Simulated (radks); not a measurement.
Values are calculated unless marked as measured or tabulated.
Question: Numerical settings for the magnesium ion Mg2+, [Ne]. Code: a radial shooting solver on a logarithmic mesh with Libxc functionals. Model: scalar-relativistic Kohn-Sham, LDA (Slater exchange, Perdew-Wang correlation), spin-polarised, spherical densities, finite nucleus; Fermi nuclear charge, rms radius 3.057 fm. The defaults (mesh step 0.008 in ln r, mesh end at 40 bohr or more with all orbitals vanishing there, Anderson mixing 0.5 over 9 steps, residual threshold near 1e-9 with the energy settled to 1e-9 hartree or 1e-11 of itself, here a cap of 83 iterations) give E = -198.6068 hartree and 2p at -66.838 eV in 15 iterations. Times are rough (one thread of a shared host). One setting is changed at a time: mesh step in ln r 0.03; mesh step in ln r 0.12; mesh step in ln r 0.08; mesh end (bohr) 1; mesh end (bohr) 2; residual threshold 0.01; residual threshold 1e-13; mixing 2.5; linear mixing, mixing 0.2; linear mixing, mixing 1; mixing history 3; iteration cap 5. Which runs fail to converge, and which converge to a wrong energy?

Answer: Not converged within the cap: mesh step in ln r 0.12; linear mixing, mixing 0.2; iteration cap 5. Settled on a wrong energy, with an occupied level pushed above zero by the early mesh end: mesh end (bohr) 1 (+14.5 hartree). Apart from these: settings that end as converged yet miss the energy by more than 1 mhartree: mesh end (bohr) 2 (+0.271 hartree).
